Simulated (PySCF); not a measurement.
Cr²⁺ (chromium, charge +2): M06-L calculation

Configuration: [Ar] 3d4, high-spin 5D determinant. All numbers are calculated (PySCF 2.14, the spin-free X2C one-electron Hamiltonian (Gaussian nucleus), in cc-pVDZ-DK (6s5p3d1f, 43 functions)).

| Quantity | Value |
| --- | --- |
| Total energy | -1049.851 hartree |
| One-electron energy | -1428.657 hartree |
| Hartree (Coulomb) energy | 427.470 hartree |
| Exchange-correlation energy | -48.664 hartree |
| ⟨S²⟩ | 6.0006 |
| ⟨L²⟩ | 6.008 |
| Sum of ⟨r⟩ | 14.58 bohr |
| Sum of ⟨r²⟩ | 16.25 bohr² |
| Traceless quadrupole moment −½Σ⟨3z² − r²⟩ along its main axis | -0.544 e·bohr² |
| Langevin diamagnetic susceptibility | -12.9 ×10⁻⁶ cm³/mol |
| Time after the integrals | 1.5 s of wall time on 1 thread of Neoverse-V2 (shared host) |

```
shell  electrons  mean orbital energy (hartree)  spread (hartree)  rms radius, mean of both spins (bohr)
 1s α          1                     -217.41856                 0                                 0.0734
 1s β          1                     -217.41800                 0                                 0.0734
 2s α          1                      -25.64633                 0                                  0.317
 2s β          1                      -25.56562                 0                                  0.317
 2p α          3                      -21.58442           0.01530                                  0.288
 2p β          3                      -21.52426           0.03016                                  0.288
 3s α          1                       -3.66015                 0                                  0.963
 3s β          1                       -3.47293                 0                                  0.963
 3p α          3                       -2.54992           0.00161                                   1.04
 3p β          3                       -2.36199           0.06274                                   1.04
 3d α          4                       -0.88085           0.04881                                   1.34
```

Densities and radii are taken from the X2C orbitals without a picture-change correction, which distorts them close to the nucleus.
